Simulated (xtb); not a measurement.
boroxine (H$_{3}$B$_{3}$O$_{3}$), singlet, at a GFN2-xTB geometry; GFN1-xTB in xtb.

xtb was given this input:
```
$ xtb mol.xyz --gfn 1 --ohess --json

# file mol.xyz
9

B     -0.62642433     1.18300324     0.24601012
O     -1.33948341     0.02486049     0.22970691
B     -0.71480732    -1.15811031    -0.01600341
O      0.62560781    -1.18146124    -0.24568946
B      1.34123166    -0.02489294    -0.23000671
O      0.71387560     1.15660075     0.01598255
H     -1.16486750     2.19985392     0.45746817
H     -1.32922010    -2.15356426    -0.02975915
H      2.49408760    -0.04628966    -0.42770903
```

Problem. What does xtb print? Leave out banner, timings and long lists.

Solution. 
```
   ID    Z sym.   atoms
    1    5 B      1, 3, 5
    2    8 O      2, 4, 6
    3    1 H      7-9

           -------------------------------------------------
          |                Calculation Setup                |
           -------------------------------------------------

           -------------------------------------------------
          |                 G F N 1 - x T B                 |
           -------------------------------------------------

          ...................................................
          :                      SETUP                      :
          :.................................................:
          :  # basis functions                  30          :
          :  # atomic orbitals                  30          :
          :  # shells                           18          :
          :  # electrons                        30          :
          :  # halogen bonds                     0          :
          :  max. iterations                   250          :
          :  Hamiltonian                  GFN1-xTB          :
          :  restarted?                      false          :
          :  GBSA solvation                  false          :
          :  PC potential                    false          :
          :  electronic temp.          300.0000000     K    :
          :  accuracy                    1.0000000          :
          :  -> integral cutoff          0.2500000E+02      :
          :  -> integral neglect         0.1000000E-07      :
          :  -> SCF convergence          0.1000000E-05 Eh   :
          :  -> wf. convergence          0.2000000E-04 e    :
          :  Broyden damping             0.4000000          :
          :  net charge                          0          :
          :  unpaired electrons                  0          :
          ...................................................

 iter      E             dE          RMSdq      gap      omega  full diag
   1    -20.1182842 -0.201183E+02  0.998E+00    7.87       0.0  T
   2    -20.3183919 -0.200108E+00  0.524E+00    6.76       1.0  T
   3    -20.3228025 -0.441061E-02  0.202E+00    6.21       1.0  T
   4    -20.3222693  0.533158E-03  0.769E-01    6.55       1.0  T
   5    -20.3245829 -0.231360E-02  0.554E-01    6.26       1.0  T
   6    -20.3268978 -0.231490E-02  0.385E-02    6.41       1.0  T
   7    -20.3269075 -0.967283E-05  0.134E-02    6.40       2.5  T
   8    -20.3269087 -0.124620E-05  0.257E-03    6.40      13.0  T
[...]
         :: total energy             -20.167515889596 Eh    ::
 * total energy  :   -20.1675159 Eh     change        0.5329071E-13 Eh
 * total energy  :   -20.1692531 Eh     change       -0.1737220E-02 Eh
 * total energy  :   -20.1694405 Eh     change       -0.1873849E-03 Eh
 * total energy  :   -20.1694467 Eh     change       -0.6226271E-05 Eh
 * total energy  :   -20.1694475 Eh     change       -0.8187775E-06 Eh
   *** GEOMETRY OPTIMIZATION CONVERGED AFTER 5 ITERATIONS ***
         :: total energy             -20.169447539220 Eh    ::
[...]
          :  rotor cutoff                   50.0000000 cm⁻¹ :
          :  imag. cutoff                  -20.0000000 cm⁻¹ :
          :.................................................:

    mode    ω/cm⁻¹     T·S(HO)/kcal·mol⁻¹    T·S(FR)/kcal·mol⁻¹   T·S(vib)
   ------------------------------------------------------------------------
       1    223.33    -0.57600 ( 99.75%)    -0.61299 (  0.25%)    -0.57609
       2    223.33    -0.57600 ( 99.75%)    -0.61299 (  0.25%)    -0.57609
   ------------------------------------------------------------------------

   temp. (K)  partition function   enthalpy   heat capacity  entropy
                                   cal/mol     cal/K/mol   cal/K/mol   J/K/mol
 298.15  VIB   3.65                 1458.912     12.622      7.468
         ROT  0.144E+05              888.752      2.981     22.009
         INT  0.526E+05             2347.664     15.603     29.476
         TR   0.738E+27             1481.254      4.968     39.161
         TOT                        3828.9180    20.5709    68.6374   287.1790

       T/K    H(0)-H(T)+PV         H(T)/Eh          T*S/Eh         G(T)/Eh
   ------------------------------------------------------------------------
    298.15    0.610177E-02    0.586127E-01    0.326119E-01    0.260009E-01
   ------------------------------------------------------------------------

         :::::::::::::::::::::::::::::::::::::::::::::::::::::
         ::                  THERMODYNAMIC                  ::
         :::::::::::::::::::::::::::::::::::::::::::::::::::::
         :: total free energy         -20.143446655165 Eh   ::
         ::.................................................::
         :: total energy              -20.169447539220 Eh   ::
         :: zero point energy           0.052510968990 Eh   ::
         :: G(RRHO) w/o ZPVE           -0.026510084935 Eh   ::
         :: G(RRHO) contrib.            0.026000884055 Eh   ::
         :::::::::::::::::::::::::::::::::::::::::::::::::::::

optimized geometry written to: xtbopt.xyz

           -------------------------------------------------
          | TOTAL ENERGY              -20.169447539220 Eh   |
          | TOTAL ENTHALPY            -20.110834801032 Eh   |
          | TOTAL FREE ENERGY         -20.143446655165 Eh   |
          | GRADIENT NORM               0.000414158432 Eh/α |
          | HOMO-LUMO GAP               6.332175061215 eV   |
           -------------------------------------------------

normal termination of xtb
```
